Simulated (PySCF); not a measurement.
Geometry:
```csv
atom,x (Å),y (Å),z (Å)
C1,3.967,-0.294,0.919
C2,3.214,0.193,0.127
C3,2.269,0.747,-0.826
N4,0.913,0.395,-0.492
C5,0.405,-0.838,-0.279
C6,-0.932,-0.681,0.007
C7,-1.943,-1.729,0.317
C8,-1.142,0.715,-0.059
C9,-2.416,1.448,0.165
N10,-0.015,1.339,-0.359
H11,4.641,-0.706,1.609
H12,2.323,1.840,-0.817
H13,2.518,0.385,-1.833
H14,1.018,-1.715,-0.338
H15,-2.411,-1.533,1.281
H16,-2.728,-1.739,-0.440
H17,-1.475,-2.710,0.347
H18,-3.166,1.139,-0.562
H19,-2.803,1.236,1.161
H20,-2.244,2.516,0.067
```

Averaged over atoms made equivalent by symmetry, fast rotation or ring inversion, isolated molecule, one computed conformer, non-relativistic. Structure optimised with GFN2-xTB; PBE0/pcSseg-1 with gauge-including orbitals; PySCF.

Shifts are taken against calculated references (same method and geometry level): 13C (186.93 ppm) and 1H (31.72 ppm) against TMS; 15N (267.73 ppm) against NH3.

```json
{"atoms": "C2", "nucleus": "13C", "count": "1", "δ (ppm)": "?"}
{"atoms": "N4", "nucleus": "15N", "count": "1", "δ (ppm)": "220.6"}
{"atoms": "H11", "nucleus": "1H", "count": "1", "δ (ppm)": "1.81"}
{"atoms": "N10", "nucleus": "15N", "count": "1", "δ (ppm)": "345.7"}
{"atoms": "C7", "nucleus": "13C", "count": "1", "δ (ppm)": "11.5"}
{"atoms": "C5", "nucleus": "13C", "count": "1", "δ (ppm)": "131.6"}
{"atoms": "H14", "nucleus": "1H", "count": "1", "δ (ppm)": "7.39"}
{"atoms": "C3", "nucleus": "13C", "count": "1", "δ (ppm)": "?"}
{"atoms": "C9", "nucleus": "13C", "count": "1", "δ (ppm)": "?"}
{"atoms": "H18/H19/H20", "nucleus": "1H", "count": "3", "δ (ppm)": "?"}
{"atoms": "C6", "nucleus": "13C", "count": "1", "δ (ppm)": "?"}
{"atoms": "C1", "nucleus": "13C", "count": "1", "δ (ppm)": "80.4"}
{"atoms": "H15/H16/H17", "nucleus": "1H", "count": "3", "δ (ppm)": "2.19"}
{"atoms": "H12/H13", "nucleus": "1H", "count": "2", "δ (ppm)": "4.93"}
{"atoms": "C8", "nucleus": "13C", "count": "1", "δ (ppm)": "149.8"}
```

Complete the table.

Results:


- C6: 122.6 ppm, substituted aromatic carbon
- C2: 84.7 ppm, alkyne carbon; sp carbons lie upfield of alkene carbons because the cylindrical π system leaves one tensor component strongly shielded
- C3: 43.2 ppm, propargylic sp3 CH2 bonded to N; pulled downfield by the heteroatom
- C9: 14.3 ppm, methyl carbon on an aromatic ring; a saturated carbon with 1 carbon neighbour and no heteroatom attached
- H18/H19/H20: 2.32 ppm, hydrogen on a methyl carbon on an aromatic ring; benzylic-type position, deshielded by the ring

Shifts are as computed. Against solution values, carbons near 30 ppm lie about +3 ppm off and those near 130 ppm about +5 ppm. Of 1211 compounds with measured shifts, 218 miss one by over three times the rms of a fit or turn the order of signals round; such compounds aren't used in these exercises. Experimental scales use liquid or dissolved standards, which lie at an offset from isolated NH3 (liquid NH3: subtract about 20 ppm). Unscaled 15N shifts of sp2 nitrogen come out 20 to 40 ppm too high even then.
